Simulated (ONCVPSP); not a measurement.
## Logarithmic derivatives: iridium (Ir), ONCV

- Element: Ir (Z = 77)
- Generator: ONCVPSP 4.0.1
- Type: optimised norm-conserving Vanderbilt (ONCV)
- Functional: PBE
- Relativity: fully relativistic
- Frozen core: [Kr] 4d10 4f14
- Valence charge: 17
- Reference configuration: 5s2 5p6 5d7 6s2
- Partial waves: 5s+6s: rc 1.60 bohr, ncon 4, nbas 8, qcut 9.8 1/bohr, 2 projectors; 5p: rc 1.35 bohr, ncon 3, nbas 7, qcut 11.3 1/bohr, 2 projectors, debl 0.8 Ha; 5d: rc 2.25 bohr, ncon 3, nbas 7, qcut 7.3 1/bohr, 1 projector
- Local potential: polynomial inside 0.85 bohr (lpopt 5, dvloc0 6 Ha)
- Core correction: none

Open shells are filled in proportion to 2j + 1.

In the p channel the program set the typed energies aside and used -1.873, 0.250 Ha (j = l + 1/2; the other j can differ).

The phase is arctan(r·R′/R) of the radial function R(r), unwrapped; energies in Ha, scanned from -5 to 5 Ha. A pole is an energy at which the radial function vanishes at the test radius. The pseudo phase is shifted by a multiple of π to meet the all-electron one at the reference energy, and phase errors are pseudo minus all-electron; the curves can meet again beyond the range given. Levels narrower than the energy grid can be missing from the lists of poles. Where the grid stepped over a known ghost or core level, its pole and its step of π were put in at the level’s energy.

**Question.** For each channel, where are the poles, and over which energies does the pseudopotential scatter like the atom?

**Answer.**

```csv
channel,radius (bohr),reference energy (Ha),"poles, all-electron","poles, pseudo",unbroken range about the reference energy with phases within 0.05 rad,phase error 1 Ha above the reference energy (rad)
s,1.63,-0.23,-3.18,"-3.18, -2.20",above -2.2,+0.000
p3/2,1.37,-1.87,0.48,0.48,the whole range,-0.000
p1/2,1.37,-2.37,-0.60,-0.60,the whole range,-0.000
d5/2,2.29,-0.25,"0.16, 4.58","0.16, 4.29",below 1.6,-0.002
d3/2,2.29,-0.29,"0.07, 4.45","0.07, 4.31",the whole range,+0.001
```

Note: ghosts flagged at negative energy: s at -59.8 eV; GHOST(+) flagged for p3/2 at 278.4 eV, p1/2 at 374.2 eV. A true bound ghost makes a file unfit for plane-wave use.

Phases in the d3/2 channel:

```csv
E (Ha),all-electron,pseudo
-4.96,1.407,1.407
-4.72,1.402,1.402
-4.48,1.397,1.397
-4.24,1.391,1.391
-4.00,1.384,1.384
-3.76,1.377,1.377
-3.52,1.369,1.369
-3.28,1.359,1.359
-3.04,1.348,1.348
-2.80,1.335,1.336
-2.56,1.320,1.321
-2.32,1.302,1.302
-2.08,1.279,1.279
-1.84,1.249,1.249
-1.60,1.208,1.208
-1.36,1.147,1.147
-1.12,1.043,1.043
-0.88,0.823,0.823
-0.64,0.177,0.177
-0.40,-0.938,-0.938
-0.16,-1.391,-1.391
0.08,-1.574,-1.574
0.32,-1.687,-1.687
0.56,-1.782,-1.782
0.80,-1.887,-1.887
1.04,-2.031,-2.030
1.28,-2.274,-2.273
1.52,-2.750,-2.750
1.76,-3.475,-3.480
2.00,-3.993,-3.999
2.24,-4.251,-4.257
2.48,-4.391,-4.396
2.72,-4.478,-4.482
2.96,-4.537,-4.542
3.20,-4.580,-4.586
3.44,-4.615,-4.621
3.68,-4.643,-4.650
3.92,-4.667,-4.675
4.16,-4.689,-4.699
4.40,-4.708,-4.721
4.64,-4.728,-4.743
4.88,-4.746,-4.767
```
